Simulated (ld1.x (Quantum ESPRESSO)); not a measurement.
## Which change was made? (As, TM)

* Element: arsenic
* Generator: ld1.x (Quantum ESPRESSO) 7.5
* Type: norm-conserving Troullier–Martins (Kleinman–Bylander form)
* Functional: revPBE
* Relativity: scalar-relativistic
* Frozen core: [Ar] 3d10
* Valence charge: 5
* Reference configuration: 4s2 4p1.5 (charge +1.5)
* Partial waves: 4p (bound): rc 1.65 bohr; 4s (bound): rc 1.30 bohr
* Local potential: the s channel
* Core correction: a·sin(br)/r model core inside 1.05 bohr

Cutoffs, loose and tight: the cutoffs (Ry, on a coarse ladder) from which the occupation-weighted sum of valence levels, in a spherical-Bessel basis at the reference potential, stays within 10 and 1 mRy of its value at 400 Ry. They do not see the model core or the augmentation charge, which bear on the density cutoff. Test errors are all-electron minus pseudo excitation energies from the reference, over the configurations 4s2 4p3; 4s2 4p2; 4s2 4p1; 4s2 4p3.3; 4s1 4p0; 4s2 4p0; 4s0 4p5; variants that change the core or the reference have their own tests.

The base gives: outcome: generated; cutoff, loose: 45 Ry; cutoff, tight: 110 Ry; bound ghosts: p; largest test error (meV): -254.

**Question.** After one change the result is: outcome: generated; cutoff, loose: 50 Ry; cutoff, tight: 120 Ry; bound ghosts: p; largest test error (meV): -203. Which change was it?
A. fully relativistic
B. type RRKJ; local potential all-electron potential smoothed inside 1.20 bohr (lloc = -1); rho0 0.005
C. reference 4s2 4p1

**Answer.** C. The others give: fully relativistic → outcome: generated; cutoff, loose: 45 Ry; cutoff, tight: 110 Ry; bound ghosts: p1/2; largest test error (meV): -242 | type RRKJ; local potential all-electron potential smoothed inside 1.20 bohr (lloc = -1); rho0 0.005 → outcome: failed: compute_chi: n is too large.
